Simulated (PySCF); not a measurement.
## Calculated properties of `C[SiH2]/C=C/[SiH3]`

Compound: C3H10Si2.
Structure used (GFN2-xTB), in Å, numbered top down from 1:
```xyz
15
C3H10Si2 angstrom
C     -2.688   -0.154   -0.467
Si    -1.496    0.498    0.861
C      0.262    0.480    0.180
C      1.253   -0.292    0.622
Si     3.006   -0.330   -0.062
H     -2.651    0.455   -1.366
H     -2.442   -1.173   -0.752
H     -3.712   -0.150   -0.108
H     -1.859    1.879    1.212
H     -1.572   -0.354    2.054
H      0.477    1.157   -0.641
H      1.037   -0.970    1.442
H      3.954   -0.372    1.055
H      3.182   -1.529   -0.888
H      3.245    0.862   -0.878
```

Among its groups: C=C double bond, Si–H bond and C–Si bond.

From GFN2-xTB geometry:

* Point group of the GFN2-xTB geometry: C1
* Rotational constants A, B, C of the GFN2-xTB geometry: 9.741, 0.996, 0.955 GHz

PBE0/pcSseg-1 ground state and GIAO shieldings, non-relativistic (PySCF):

- Dipole moment: 0.60 D
- HOMO energy: -7.88 eV
- LUMO energy: -0.74 eV
- HOMO–LUMO gap: 7.14 eV
- Lowest Hirshfeld atomic charge: -0.21 e on C1
- Highest Hirshfeld atomic charge: +0.35 e on Si2
- 13C chemical shifts (computed TMS as zero) by class: 160.8 (C3), 152.1 (C4), -5.2 (C1) ppm
- 1H chemical shifts (computed TMS as zero) by class: 7.20 (H11), 7.02 (H12), 4.40 (H9/H10), 4.17 (H13/H14/H15), 0.20 (H6/H7/H8) ppm
- Isotropic shieldings of nuclei other than C and H, by class: 390 (Si2), 423 (Si5) ppm
- Mayer bond orders between heavy atoms: C1–Si2 0.96, Si2–C3 0.88, C3–C4 1.94, C4–Si5 0.90

Monoisotopic mass (most abundant isotopes): 102.0321 u.

With B = h/(8π²I), that is 505.379 GHz u Å² over I, the principal moments of inertia are 51.9, 507.3 and 529.0 u Å² (most abundant isotopes). The rotational constants make it an asymmetric top with κ = (2B − A − C)/(A − C) = -0.99, nearer the prolate limit (−1). The dipole equals about 2.0 × 10⁻³⁰ C·m (1 D = 3.33564 × 10⁻³⁰ C·m).

The structure is a single GFN2-xTB conformer in the gas phase; no vibrational or solvent corrections. NMR classes are plain means over equivalent atoms (diastereotopic ones count apart unless rotation or inversion swaps them), as if these changed places fast; in this geometry the members of some classes differ.
